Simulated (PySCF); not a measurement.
Al(Me)(F) (CH3AlF), SMILES [CH3][Al][F], multiplicity 2. Geometry: PBE0-D3(BJ)/def2-TZVP. The spin state was assumed, not searched. The isomer is the one that the SMILES or the coordinates give; other isomers of the formula were not compared.

Computed equilibrium geometry at PBE0-D3(BJ)/def2-TZVP (PySCF confirms it by a frequency run) as a Z-matrix, and its point group:
point group Cs.
```
C
H 1 1.0906
H 1 1.0946 2 109.02
H 1 1.0946 2 109.02 3 117.61
Al 1 1.9655 2 112.90 3 -121.19
F 5 1.6608 1 116.18 2 180.00
```
Charge 0, spin multiplicity 2.
